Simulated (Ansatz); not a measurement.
`C[Si](C)(C)O[Si](C)(C)O[Si](C)(C)O[Si](C)(C)O[Si](C)(C)O[Si](C)(C)C` with charge -1. Charge -1, multiplicity 2. Geometry PBE-D4/def2-SVP; atoms count from 1.

Cartesian coordinates in Å:
```
C 2.481 -3.094 -2.213
Si 3.681 -2.575 -0.853
C 3.640 -3.826 0.562
C 5.441 -2.478 -1.541
O 3.192 -1.068 -0.291
Si 3.528 0.374 0.484
C 4.106 0.063 2.246
C 4.807 1.350 -0.493
O 2.104 1.257 0.564
Si 0.721 1.578 -0.338
C 0.870 0.966 -2.106
C 0.432 3.433 -0.250
O -0.583 0.804 0.390
Si -0.920 -0.286 1.627
C 0.082 -1.864 1.466
C -0.661 0.555 3.287
O -2.554 -0.662 1.490
Si -3.678 -0.897 0.267
C -4.912 -2.164 0.902
C -2.850 -1.448 -1.330
O -4.544 0.514 0.005
Si -4.380 2.169 -0.263
C -3.348 2.956 1.103
C -6.141 2.865 -0.238
C -3.598 2.475 -1.955
H 2.512 -2.375 -3.059
H 1.437 -3.120 -1.827
H 2.743 -4.105 -2.600
H 2.618 -3.902 0.991
H 4.334 -3.520 1.375
H 3.947 -4.834 0.198
H 6.155 -2.173 -0.742
H 5.508 -1.732 -2.362
H 5.760 -3.470 -1.940
H 3.347 -0.524 2.807
H 4.275 1.024 2.783
H 5.058 -0.516 2.235
H 4.945 2.364 -0.054
H 5.789 0.823 -0.491
H 4.476 1.469 -1.549
H 0.999 -0.137 -2.119
H -0.054 1.221 -2.675
H 1.747 1.425 -2.617
H -0.500 3.719 -0.785
H 0.345 3.761 0.808
H 1.288 3.970 -0.715
H 1.168 -1.663 1.578
H -0.069 -2.325 0.465
H -0.227 -2.600 2.241
H -0.926 -0.121 4.127
H 0.407 0.845 3.389
H -1.283 1.472 3.360
H -5.725 -2.332 0.165
H -4.407 -3.134 1.097
H -5.368 -1.812 1.850
H -3.603 -1.580 -2.138
H -2.108 -0.692 -1.663
H -2.304 -2.409 -1.192
H -3.309 4.061 0.987
H -3.768 2.720 2.105
H -2.311 2.565 1.060
H -6.137 3.962 -0.415
H -6.763 2.390 -1.025
H -6.625 2.673 0.744
H -3.536 3.565 -2.173
H -4.188 1.989 -2.763
H -2.565 2.062 -1.986
```

Single mean-field runs in def2-SVP are fitted with def2-universal-jkfit. The highest occupied level of the relaxed charge -1 doublet lies above zero (up to 2.61 eV). By energy differences it is unbound by 1.72 eV (each at its own geometry, against the charge 0 singlet, at PBE0-D4/def2-SVP) and held by the finite basis.

(1) Estimate the Mulliken populations of the heavy atoms from the PBE0/def2-SVP orbitals of Ansatz.

(2) Where does the spin sit?

(3) And the Mayer bond orders between heavy atoms (over 0.3)?

Answers

(1) 
| atom | charge (e) | spin (α − β) |
| --- | --- | --- |
| C1 | -0.29 | -0.04 |
| Si2 | 0.70 | 0.05 |
| C3 | -0.31 | -0.03 |
| C4 | -0.28 | -0.05 |
| O5 | -0.61 | -0.01 |
| Si6 | 0.87 | 0.05 |
| C7 | -0.29 | -0.05 |
| C8 | -0.29 | -0.05 |
| O9 | -0.61 | 0.00 |
| Si10 | 0.88 | 0.05 |
| C11 | -0.31 | -0.05 |
| C12 | -0.31 | -0.03 |
| O13 | -0.63 | 0.00 |
| Si14 | 0.87 | 0.03 |
| C15 | -0.31 | -0.04 |
| C16 | -0.32 | -0.02 |
| O17 | -0.61 | 0.00 |
| Si18 | 0.89 | 0.02 |
| C19 | -0.32 | -0.01 |
| C20 | -0.34 | -0.04 |
| O21 | -0.61 | 0.00 |
| Si22 | 0.71 | 0.02 |
| C23 | -0.35 | -0.01 |
| C24 | -0.32 | -0.01 |
| C25 | -0.33 | -0.03 |
Mulliken values depend strongly on the basis.

(2) Summed by element: C -0.48, Si 0.22, O -0.01, H 1.27, of 1 unpaired in all. Largest on single atoms: H27 0.06, H48 0.06, H37 0.06.

(3) C1–Si2 0.98 (1.89 Å); Si2–C3 0.98 (1.89 Å); Si2–C4 0.97 (1.89 Å); Si2–O5 1.00 (1.68 Å); O5–Si6 0.99 (1.67 Å); Si6–C7 0.98 (1.88 Å); Si6–C8 0.98 (1.88 Å); Si6–O9 1.01 (1.68 Å); O9–Si10 0.99 (1.68 Å); Si10–C11 0.99 (1.88 Å); Si10–C12 0.97 (1.88 Å); Si10–O13 0.99 (1.68 Å); O13–Si14 0.94 (1.68 Å); Si14–C15 1.00 (1.88 Å); Si14–C16 0.98 (1.88 Å); Si14–O17 1.01 (1.68 Å); O17–Si18 1.02 (1.68 Å); Si18–C19 0.96 (1.88 Å); Si18–C20 0.99 (1.88 Å); Si18–O21 1.03 (1.68 Å); O21–Si22 1.02 (1.69 Å); Si22–C23 1.00 (1.88 Å); Si22–C24 0.96 (1.89 Å); Si22–C25 0.99 (1.89 Å).
